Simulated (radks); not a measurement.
Nd43+, 17 electrons, occupied as [Ne] 3s2 3p5 (the NIST ground configuration). All-electron calculation, Dirac Kohn-Sham, PBE, spin-unpolarised, spherical densities, finite nucleus; open shells fill j = l - 1/2 first; Fermi nuclear charge, rms radius 4.9123 fm. Program: a radial shooting solver on a logarithmic mesh with Libxc functionals.

Radial electron density D(r) = 4 pi r^2 rho(r):

r (bohr)   D(r) (e/bohr)
0.0008358          2.372
0.001037           3.416
0.001287           4.890
0.001611           7.037
0.001999           9.905
0.002481           13.78
0.003079           18.92
0.003821           25.52
0.004743           33.69
0.005934           43.70
0.007364           54.33
0.00914            64.91
0.01134            73.93
0.01408            79.65
0.01747            80.76
0.02186            77.32
0.02713            72.33
0.03367            70.43
0.04179            75.65
0.05186            86.97
0.06437            96.04
0.08053            91.15
0.09995            69.98
0.124              45.53
0.154              34.72
0.1911             37.76
0.239              37.27
0.2967             24.32
0.3682             9.435
0.457              1.994
0.5672            0.2040
0.7039          0.008649

D(r) has 3 maxima, at r = 0.0165, 0.0681, 0.214 bohr, and minima at 0.0324, 0.158 bohr, inside which lie 2.04, 10.45 electrons.
